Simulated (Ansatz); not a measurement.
Born–Oppenheimer molecular dynamics of BCl2FH2 (6 atoms, charge 0, multiplicity 1). It starts at the highest image of a converged band, a first-order saddle point between two minima.

All numbers below come from Ansatz, RKS PBE/def2-SVP.

- ensemble: NVE (velocity Verlet)
- time step: 0.5 fs
- steps asked: 200
- starting velocities drawn for: 100 K
- seed: 7643

Frames 1 fs apart, positions in Å, forces in eV/Å.

Velocities at 50 fs (Å/ps):

```
B -2.25 -8.08 -13.11
F -0.51 1.70 9.88
Cl -2.64 0.33 -0.68
Cl 3.10 0.59 -0.50
H 5.90 -6.44 -24.75
H 11.43 28.45 20.84
```

```xyz
6
Properties=species:S:1:pos:R:3:forces:R:3 time_fs=50 energy_less_start_eV=-0.323 T=725
B 0.001 -0.663 -0.485 -0.06 1.15 0.11
F 0.052 0.131 1.781 -0.14 0.09 0.14
Cl 1.553 0.227 -0.752 -0.91 -0.64 -0.12
Cl -1.574 0.172 -0.767 0.94 -0.50 -0.04
H -0.011 -1.832 -0.174 0.11 0.02 -0.13
H 0.373 -0.365 2.504 0.08 -0.13 0.05
6
Properties=species:S:1:pos:R:3:forces:R:3 time_fs=51 energy_less_start_eV=-0.322 T=723
B -0.002 -0.670 -0.498 0.01 1.27 0.09
F 0.052 0.133 1.791 -0.15 0.09 0.12
Cl 1.550 0.227 -0.753 -0.92 -0.65 -0.11
Cl -1.571 0.173 -0.767 0.90 -0.51 -0.05
H -0.005 -1.838 -0.199 0.08 -0.07 -0.10
H 0.385 -0.337 2.526 0.08 -0.13 0.06
6
Properties=species:S:1:pos:R:3:forces:R:3 time_fs=52 energy_less_start_eV=-0.322 T=723
B -0.004 -0.677 -0.511 0.09 1.34 0.08
F 0.051 0.134 1.801 -0.11 0.03 0.20
Cl 1.547 0.227 -0.753 -0.92 -0.66 -0.12
Cl -1.567 0.173 -0.768 0.85 -0.51 -0.05
H 0.002 -1.845 -0.226 0.05 -0.12 -0.08
H 0.398 -0.311 2.547 0.04 -0.07 -0.03
6
Properties=species:S:1:pos:R:3:forces:R:3 time_fs=53 energy_less_start_eV=-0.323 T=725
B -0.006 -0.682 -0.524 0.17 1.33 0.08
F 0.050 0.136 1.811 -0.05 -0.06 0.33
Cl 1.544 0.227 -0.754 -0.91 -0.66 -0.12
Cl -1.563 0.173 -0.768 0.78 -0.51 -0.06
H 0.010 -1.853 -0.253 0.02 -0.12 -0.07
H 0.411 -0.285 2.569 -0.02 0.01 -0.17
6
Properties=species:S:1:pos:R:3:forces:R:3 time_fs=54 energy_less_start_eV=-0.326 T=730
B -0.008 -0.686 -0.537 0.25 1.25 0.10
F 0.050 0.138 1.821 0.01 -0.12 0.44
Cl 1.540 0.226 -0.755 -0.88 -0.64 -0.12
Cl -1.560 0.174 -0.769 0.71 -0.49 -0.06
H 0.018 -1.863 -0.281 -0.01 -0.07 -0.08
H 0.423 -0.259 2.588 -0.08 0.07 -0.28
6
Properties=species:S:1:pos:R:3:forces:R:3 time_fs=55 energy_less_start_eV=-0.329 T=737
B -0.010 -0.689 -0.550 0.32 1.11 0.12
F 0.049 0.140 1.832 0.03 -0.13 0.46
Cl 1.536 0.226 -0.756 -0.84 -0.62 -0.12
Cl -1.556 0.173 -0.769 0.63 -0.47 -0.07
H 0.025 -1.873 -0.309 -0.04 0.02 -0.08
H 0.435 -0.232 2.606 -0.09 0.07 -0.31
6
Properties=species:S:1:pos:R:3:forces:R:3 time_fs=56 energy_less_start_eV=-0.334 T=746
B -0.011 -0.691 -0.563 0.40 0.94 0.14
F 0.048 0.141 1.843 -0.01 -0.09 0.38
Cl 1.532 0.225 -0.757 -0.79 -0.58 -0.13
Cl -1.551 0.173 -0.770 0.53 -0.44 -0.07
H 0.033 -1.883 -0.339 -0.07 0.14 -0.09
H 0.447 -0.205 2.620 -0.06 0.03 -0.24
6
Properties=species:S:1:pos:R:3:forces:R:3 time_fs=57 energy_less_start_eV=-0.338 T=754
B -0.012 -0.692 -0.575 0.46 0.76 0.15
F 0.048 0.143 1.854 -0.08 -0.03 0.23
Cl 1.528 0.225 -0.758 -0.72 -0.54 -0.13
Cl -1.547 0.173 -0.771 0.43 -0.40 -0.07
H 0.039 -1.891 -0.369 -0.10 0.24 -0.09
H 0.458 -0.177 2.632 0.01 -0.03 -0.09
6
Properties=species:S:1:pos:R:3:forces:R:3 time_fs=58 energy_less_start_eV=-0.342 T=761
B -0.013 -0.693 -0.588 0.51 0.59 0.16
F 0.047 0.144 1.865 -0.15 0.03 0.09
Cl 1.524 0.224 -0.759 -0.65 -0.49 -0.13
Cl -1.542 0.173 -0.771 0.32 -0.35 -0.08
H 0.045 -1.897 -0.400 -0.13 0.30 -0.08
H 0.468 -0.150 2.643 0.09 -0.08 0.05
6
Properties=species:S:1:pos:R:3:forces:R:3 time_fs=59 energy_less_start_eV=-0.346 T=769
B -0.013 -0.692 -0.600 0.54 0.46 0.15
F 0.046 0.146 1.876 -0.19 0.04 0.02
Cl 1.519 0.223 -0.759 -0.55 -0.43 -0.13
Cl -1.538 0.172 -0.772 0.21 -0.30 -0.08
H 0.050 -1.901 -0.432 -0.14 0.32 -0.06
H 0.480 -0.123 2.655 0.12 -0.10 0.11
6
Properties=species:S:1:pos:R:3:forces:R:3 time_fs=60 energy_less_start_eV=-0.350 T=777
B -0.013 -0.692 -0.612 0.56 0.38 0.13
F 0.045 0.148 1.887 -0.16 0.02 0.06
Cl 1.514 0.221 -0.760 -0.44 -0.36 -0.13
Cl -1.533 0.172 -0.772 0.10 -0.24 -0.08
H 0.052 -1.901 -0.464 -0.15 0.28 -0.03
H 0.493 -0.098 2.667 0.10 -0.07 0.05
6
Properties=species:S:1:pos:R:3:forces:R:3 time_fs=61 energy_less_start_eV=-0.354 T=784
B -0.013 -0.691 -0.624 0.55 0.33 0.11
F 0.044 0.149 1.898 -0.07 -0.03 0.19
Cl 1.510 0.220 -0.762 -0.32 -0.29 -0.13
Cl -1.528 0.171 -0.773 -0.02 -0.18 -0.09
H 0.054 -1.899 -0.497 -0.16 0.20 0.00
H 0.506 -0.073 2.680 0.02 -0.03 -0.08
```

Of the whole run (100 fs, mean temperature of the second half 671 K): The conserved energy stayed within 0.012 meV per atom of its start (net change 0.00067 meV per atom), so the integration is sound. The kinetic energy rose, since the run started high on the potential surface and went downhill. It ends in pieces (BCl2H + FH), so much of that is their flight and rotation, not heat. A run of 0.1 ps of so small a system gives no equilibrium averages. The orbitals stay closed-shell, which can raise the energy where a bond breaks towards radicals; this wasn't checked here.

Run time: 5.5 min on 1 thread of Arm Neoverse V1, on a shared host, peak memory 0.12 GiB.
